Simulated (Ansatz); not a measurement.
Cl2HSSn (`[SH][Sn]([Cl])[Cl]`) radical. The species carries charge 0 and has multiplicity 2. Sn: def2 effective core potential.

Z-matrix (Å, degrees):
```
Sn
S 1 2.418
Cl 1 2.346 2 108.2
Cl 1 2.338 2 105.9 3 -115.1
H 2 1.346 1 91.2 3 -42.2
```

What are the harmonic wavenumbers in cm⁻¹ at PBE0-D4/def2-TZVP (Ansatz, finite differences of forces, unscaled)? (An estimate is asked.)

Computed: 73, 94, 115, 178, 324, 353, 362, 677, 2700.

Is this a minimum?

Yes, all 9 modes are real.

Give the ideal-gas thermochemistry at 298.15 K and 1 bar (rigid rotor, harmonic oscillator; point group C1, symmetry number 1).

Zero-point energy 29.2 kJ/mol; H(298) − E = 49.7 kJ/mol; entropy 375.1 J/(mol·K), of which translation 176.3, rotation 121.7, vibration 71.4, electronic 5.8; G(298) − E = -62.1 kJ/mol. Modes under 100 cm⁻¹ are hindered rotations or soft bends, so the harmonic entropy is rough.

Rotational constants (cm⁻¹)?

0.05772, 0.05667, 0.03335.
